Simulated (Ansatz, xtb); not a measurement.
## Two isomers of C2H9ClSi3

We compare X, `C=C[SiH2][SiH]([SiH3])Cl`, a singlet, with Y, `C=C[SiH](Cl)[SiH2][SiH3]`, a singlet. Both are isolated molecules in the gas phase, relaxed with B3LYP/def2-SVP, each in the lowest conformer that the search found.

X (Å):

```xyz
15

C     0.4032    1.5644   -2.1263
C     1.0380    0.7427   -1.2777
Cl    1.6030   -2.8990    0.2899
Si    0.5842    0.5257    0.5292
Si   -0.0395   -1.7221    0.9064
Si   -1.9097   -2.4398   -0.3375
H     0.6919    1.6445   -3.1808
H    -0.4334    2.1974   -1.8086
H     1.8658    0.1331   -1.6647
H     1.7453    0.8316    1.4191
H    -0.5518    1.4335    0.8762
H    -0.2622   -1.9907    2.3597
H    -2.1797   -3.8838   -0.0770
H    -1.6491   -2.2448   -1.7930
H    -3.1115   -1.6410    0.0513
```

Y (Å):

```xyz
15

C     1.3530   -0.9854    1.8572
C     0.0201   -0.9941    1.7203
Cl    0.4738   -0.3754   -1.4266
Si   -0.9039   -0.7907    0.1052
Si   -2.0372   -2.7675   -0.5119
Si   -0.4970   -4.4242   -1.1786
H     2.0174   -0.8364    0.9991
H     1.8355   -1.1212    2.8317
H    -0.5978   -1.1457    2.6176
H    -1.8388    0.3688    0.1918
H    -2.9859   -2.4728   -1.6294
H    -2.8367   -3.2516    0.6579
H    -1.2020   -5.7153   -1.4349
H     0.5160   -4.6365   -0.1033
H     0.2002   -3.9984   -2.4260
```

Quicker runs give these differences E(Y) − E(X): GFN2-xTB −0.3 kJ/mol; HF/STO-3G −4.1 kJ/mol (at GFN2-xTB geometries); r2SCAN-D4/def2-SVP −15.3 kJ/mol (at GFN2-xTB geometries).

Q: Estimate E(Y) − E(X) at the level CCSD(T)/def2-SVP + ΔMP2/def2-TZVPP.

A: Calculated at CCSD(T)/def2-SVP + ΔMP2/def2-TZVPP: E(Y) − E(X) = −11.5 kJ/mol, so structure Y lies lower.

How the difference moves with the method:

```json
{"level": "GFN2-xTB", "geometry": "GFN2-xTB", "E(Y) − E(X) (kJ/mol)": "−0.3", "departure from the last row (kJ/mol)": "+11.2", "job, with rough time for the two": "optimisation, 1.2 s"}
{"level": "HF/STO-3G", "geometry": "GFN2-xTB", "E(Y) − E(X) (kJ/mol)": "−4.1", "departure from the last row (kJ/mol)": "+7.4", "job, with rough time for the two": "single point, 2.2 s"}
{"level": "r2SCAN-D4/def2-SVP", "geometry": "GFN2-xTB", "E(Y) − E(X) (kJ/mol)": "−15.3", "departure from the last row (kJ/mol)": "−3.8", "job, with rough time for the two": "single point, 15 s"}
{"level": "B3LYP/def2-SVP", "geometry": "B3LYP/def2-SVP", "E(Y) − E(X) (kJ/mol)": "−11.5", "departure from the last row (kJ/mol)": "0.0", "job, with rough time for the two": "optimisation, 6 min"}
{"level": "HF/def2-SVP", "geometry": "B3LYP/def2-SVP", "E(Y) − E(X) (kJ/mol)": "−11.6", "departure from the last row (kJ/mol)": "−0.1", "job, with rough time for the two": "part of the CCSD(T) run"}
{"level": "MP2/def2-SVP", "geometry": "B3LYP/def2-SVP", "E(Y) − E(X) (kJ/mol)": "−15.3", "departure from the last row (kJ/mol)": "−3.8", "job, with rough time for the two": "part of the CCSD(T) run"}
{"level": "CCSD(T)/def2-SVP", "geometry": "B3LYP/def2-SVP", "E(Y) − E(X) (kJ/mol)": "−14.5", "departure from the last row (kJ/mol)": "−3.0", "job, with rough time for the two": "single point"}
{"level": "CCSD(T)/def2-SVP + ΔMP2/def2-TZVPP", "geometry": "B3LYP/def2-SVP", "E(Y) − E(X) (kJ/mol)": "−11.5", "departure from the last row (kJ/mol)": "", "job, with rough time for the two": "single point, 3.2 min"}
```

As drawn, both hold the same kinds of bond in the same numbers.

GFN2-xTB finds them nearly level. The largest departure from CCSD(T)/def2-SVP + ΔMP2/def2-TZVPP is that of GFN2-xTB, 11.2 kJ/mol. The last row adds to CCSD(T) the change of the MP2 difference between the two basis sets, here +3.0 kJ/mol.

With thermal terms from frequencies at re-optimised GFN2-xTB minima (ideal gas, soft modes damped towards free rotors, one conformer each, 298.15 K, 1 atm): on the last row, ΔE + ΔZPE = −11.1, ΔH = −11.3, ΔG = −10.6 kJ/mol.

The correlated steps freeze 22 core orbitals. Run with Ansatz 0.2.0, xtb 6.7.1; the last row on 2 threads of Intel(R) Xeon(R) Processor @ 2.50GHz (Skylake/Cascade Lake) on a shared host.
